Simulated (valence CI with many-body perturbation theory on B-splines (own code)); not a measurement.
# E1 line list for Er³⁵⁺

Level of theory: configuration interaction combined with many-body perturbation theory (CI+MBPT): five valence electrons over a frozen Dirac-Fock core [Ar] 3d10, radial functions for each j: 11 s, 11 p, 10 d, 8 f, 5 g, 2 h, with the one-electron correlation potential Σ1, the two-electron term Σ2, the three-electron term Σ3, Breit, model QED; selected CI, second order for the rest, scaled by the run's own slope (own B-spline code, finite nucleus).

No measured spectrum was set against this ion. As an estimate, large intervals hold to a few tenths of a per cent, small ones and those within an open d or f shell to about a per cent. Among the levels kept, up to 2100 cm⁻¹ of a level comes from second order outside the variational space, and about a tenth of that is noise between levels of different J, which matters for small intervals.

Lines 201 to 250 of 562 in falling wavelength, among levels below 3399.7 × 10³ cm⁻¹, chosen from the strongest by gf and those to the six lowest levels. Wavelengths and rates use the calculated energies. Electric multipoles are in the length gauge, E1 and E2 with the static RPA response of the core. Weak lines are less certain than strong ones. Lines between different terms over intervals too small for the method are left out, as are lines whose strength nearly cancels. Where a level lies close to another of its J and parity, the split of strength between their lines is uncertain. The highest levels of a list are the least certain.

Levels are named by their leading jj configuration (3d3/2^4 stands for four electrons in 3d with j = 3/2), which in mixed levels can hold well under half, so a name can repeat and another be missing. Letters in brackets count levels of one name in rising energy.

| λ vac (Å) | Upper | Lower | A (s⁻¹) | S (a.u.) |
| --- | --- | --- | --- | --- |
| 79.23 | (4s^2 4p3/2 4d3/2 4d5/2) J=5/2 [c] | (4s^2 4p3/2^2 4d3/2) J=5/2 | 2.39e+10 | 3.52e-02 |
| 79.17 | (4s^2 4p1/2 4p3/2 4d5/2) J=7/2 [b] | (4s^2 4p1/2 4p3/2^2) J=5/2 | 2.94e+11 | 5.75e-01 |
| 78.98 | (4s^2 4p3/2 4d3/2 4d5/2) J=3/2 [a] | (4s^2 4p3/2^2 4d3/2) J=5/2 | 2.60e+11 | 2.53e-01 |
| 78.95 | (4s 4p1/2 4p3/2^2 4d5/2) J=3/2 [b] | (4s 4p1/2 4p3/2^3) J=5/2 | 2.99e+11 | 2.90e-01 |
| 78.94 | (4s^2 4p1/2 4p3/2 4d5/2) J=3/2 [c] | (4s^2 4p1/2 4p3/2^2) J=1/2 | 2.79e+11 | 2.71e-01 |
| 78.91 | (4s 4p1/2 4p3/2^2 4d5/2) J=5/2 [e] | (4s 4p1/2 4p3/2^3) J=5/2 | 6.93e+10 | 1.01e-01 |
| 78.89 | (4s^2 4p3/2 4d3/2 4d5/2) J=7/2 [b] | (4s^2 4p3/2^2 4d3/2) J=5/2 | 1.26e+11 | 2.44e-01 |
| 78.87 | (4s^2 4p1/2 4d3/2 4d5/2) J=5/2 | (4s^2 4p1/2 4p3/2 4d5/2) J=7/2 [a] | 9.19e+10 | 1.33e-01 |
| 78.83 | (4s 4p1/2 4p3/2^2 4d5/2) J=3/2 [e] | (4s^2 4p1/2 4p3/2 4d5/2) J=5/2 [a] | 1.97e+11 | 1.90e-01 |
| 78.80 | (4s^2 4p3/2 4d3/2 4d5/2) J=3/2 [a] | (4s^2 4p3/2^2 4d5/2) J=1/2 | 3.79e+10 | 3.66e-02 |
| 78.77 | (4s 4p1/2 4p3/2^2 4d5/2) J=1/2 [c] | (4s 4p1/2 4p3/2^3) J=3/2 | 1.48e+11 | 7.14e-02 |
| 78.73 | (4s^2 4p1/2^2 4f7/2) J=7/2 | (4s^2 4p1/2^2 4d5/2) J=5/2 | 3.06e+11 | 5.91e-01 |
| 78.68 | (4s 4p1/2 4p3/2^2 4d5/2) J=7/2 [e] | (4s^2 4p1/2 4p3/2 4d5/2) J=7/2 [a] | 1.06e+11 | 2.04e-01 |
| 78.63 | (4s 4p1/2 4p3/2^2 4d3/2) J=3/2 [f] | (4s 4p1/2 4p3/2^3) J=5/2 | 5.75e+10 | 5.52e-02 |
| 78.57 | (4s 4p1/2 4p3/2^2 4d5/2) J=3/2 [f] | (4s^2 4p1/2 4p3/2 4d5/2) J=5/2 [b] | 7.73e+10 | 7.40e-02 |
| 78.56 | (4s 4p1/2 4p3/2^2 4d5/2) J=5/2 [b] | (4s^2 4p1/2 4p3/2 4d3/2) J=7/2 | 1.53e+11 | 2.20e-01 |
| 78.54 | (4s 4p1/2 4p3/2^3) J=1/2 | (4s^2 4p1/2 4p3/2^2) J=3/2 | 2.46e+11 | 1.17e-01 |
| 78.54 | (4s^2 4p1/2 4d5/2^2) J=5/2 | (4s^2 4p1/2 4p3/2 4d5/2) J=5/2 [a] | 2.45e+11 | 3.51e-01 |
| 78.46 | (4s^2 4p1/2 4p3/2 4f7/2) J=7/2 [a] | (4s^2 4p1/2 4p3/2 4d5/2) J=7/2 [b] | 1.32e+11 | 2.51e-01 |
| 78.41 | (4p1/2^2 4p3/2^3) J=3/2 | (4s 4p1/2^2 4p3/2^2) J=1/2 | 8.75e+10 | 8.32e-02 |
| 78.38 | (4s^2 4p1/2 4p3/2 4d5/2) J=3/2 [b] | (4s^2 4p1/2 4p3/2^2) J=5/2 | 3.37e+11 | 3.20e-01 |
| 78.34 | (4s 4p1/2 4p3/2^2 4d5/2) J=5/2 [i] | (4s^2 4p1/2 4p3/2 4d5/2) J=3/2 [c] | 5.02e+11 | 7.15e-01 |
| 78.30 | (4s 4p1/2 4p3/2^2 4d5/2) J=1/2 [b] | (4s^2 4p1/2 4p3/2 4d3/2) J=1/2 [a] | 1.35e+11 | 6.38e-02 |
| 78.23 | (4s 4p1/2 4p3/2^2 4d5/2) J=5/2 [a] | (4s^2 4p1/2 4p3/2 4d3/2) J=5/2 [a] | 3.55e+10 | 5.03e-02 |
| 78.22 | (4s 4p1/2 4p3/2^2 4d5/2) J=7/2 [g] | (4s^2 4p1/2 4p3/2 4d5/2) J=9/2 | 1.90e+11 | 3.59e-01 |
| 78.21 | (4s^2 4p1/2 4p3/2 4f7/2) J=5/2 | (4s^2 4p1/2 4p3/2 4d5/2) J=5/2 [b] | 3.10e+11 | 4.39e-01 |
| 78.11 | (4s^2 4p3/2 4d5/2^2) J=7/2 | (4s^2 4p3/2^2 4d5/2) J=9/2 | 2.72e+11 | 5.12e-01 |
| 78.06 | (4s 4p1/2 4p3/2^2 4d5/2) J=3/2 [d] | (4s^2 4p1/2 4p3/2 4d5/2) J=3/2 [a] | 4.33e+11 | 4.07e-01 |
| 78.03 | (4s 4p1/2 4p3/2^2 4d5/2) J=1/2 [e] | (4s^2 4p1/2 4p3/2 4d5/2) J=3/2 [b] | 4.80e+11 | 2.25e-01 |
| 78.00 | (4s 4p1/2 4p3/2^2 4d5/2) J=5/2 [a] | (4s^2 4p1/2 4p3/2 4d3/2) J=3/2 [a] | 2.65e+10 | 3.72e-02 |
| 77.98 | (4s 4p1/2 4p3/2^2 4d5/2) J=7/2 [d] | (4s 4p1/2 4p3/2^3) J=5/2 | 2.09e+11 | 3.91e-01 |
| 77.98 | (4s 4p1/2 4p3/2^2 4d5/2) J=3/2 [e] | (4s 4p1/2 4p3/2^3) J=1/2 | 2.73e+11 | 2.56e-01 |
| 77.95 | (4s^2 4p3/2 4d3/2 4d5/2) J=3/2 [a] | (4s^2 4p3/2^2 4d3/2) J=1/2 | 3.34e+10 | 3.12e-02 |
| 77.95 | (4s^2 4p1/2 4p3/2 4f5/2) J=7/2 [a] | (4s^2 4p1/2 4p3/2 4d5/2) J=9/2 | 3.30e+10 | 6.17e-02 |
| 77.94 | (4s 4p1/2 4p3/2^2 4d5/2) J=1/2 [b] | (4s^2 4p1/2 4p3/2 4d3/2) J=3/2 [a] | 1.42e+11 | 6.63e-02 |
| 77.91 | (4s 4p1/2 4p3/2^2 4d5/2) J=5/2 [h] | (4s^2 4p1/2 4p3/2 4d5/2) J=3/2 [a] | 2.27e+11 | 3.18e-01 |
| 77.85 | (4s^2 4p1/2 4d5/2^2) J=9/2 | (4s^2 4p1/2 4p3/2 4d5/2) J=7/2 [a] | 4.33e+10 | 1.01e-01 |
| 77.82 | (4s 4p1/2 4p3/2^2 4d5/2) J=3/2 [c] | (4s^2 4p1/2 4p3/2 4d3/2) J=3/2 [b] | 5.16e+10 | 4.80e-02 |
| 77.78 | (4s^2 4p1/2 4p3/2 4f7/2) J=9/2 [a] | (4s^2 4p1/2 4p3/2 4d5/2) J=9/2 | 1.00e+11 | 2.32e-01 |
| 77.76 | (4s^2 4p1/2 4p3/2 4f5/2) J=1/2 | (4s 4p1/2 4p3/2^3) J=1/2 | 1.40e+11 | 6.48e-02 |
| 77.72 | (4s^2 4p1/2 4d5/2^2) J=1/2 | (4s^2 4p1/2 4p3/2 4d5/2) J=3/2 [c] | 6.45e+11 | 2.99e-01 |
| 77.71 | (4s 4p1/2 4p3/2^2 4d5/2) J=3/2 [f] | (4s^2 4p1/2 4p3/2 4d5/2) J=3/2 [b] | 4.12e+11 | 3.82e-01 |
| 77.71 | (4s 4p1/2 4p3/2^2 4d5/2) J=9/2 [c] | (4s^2 4p1/2 4p3/2 4d5/2) J=7/2 [a] | 2.57e+10 | 5.96e-02 |
| 77.69 | (4s^2 4p1/2 4p3/2 4d5/2) J=5/2 [a] | (4s^2 4p1/2 4p3/2^2) J=3/2 | 1.53e+11 | 2.12e-01 |
| 77.67 | (4s 4p1/2 4p3/2^2 4d5/2) J=5/2 [d] | (4s^2 4p1/2 4p3/2 4d3/2) J=7/2 | 5.97e+10 | 8.28e-02 |
| 77.64 | (4s 4p1/2 4p3/2^2 4d5/2) J=5/2 [d] | (4s 4p1/2 4p3/2^3) J=3/2 | 7.36e+10 | 1.02e-01 |
| 77.58 | (4s 4p1/2 4p3/2^2 4d5/2) J=3/2 [g] | (4s^2 4p1/2 4p3/2 4d5/2) J=1/2 | 6.68e+11 | 6.16e-01 |
| 77.57 | (4s^2 4p3/2 4d5/2^2) J=1/2 | (4s^2 4p3/2^2 4d5/2) J=1/2 | 2.12e+11 | 9.77e-02 |
| 77.56 | (4s^2 4p1/2 4p3/2 4f7/2) J=7/2 [a] | (4s^2 4p1/2 4p3/2 4d5/2) J=5/2 [a] | 3.17e+11 | 5.85e-01 |
| 77.53 | (4s^2 4p1/2 4p3/2 4d5/2) J=5/2 [b] | (4s^2 4p1/2 4p3/2^2) J=5/2 | 2.80e+11 | 3.87e-01 |
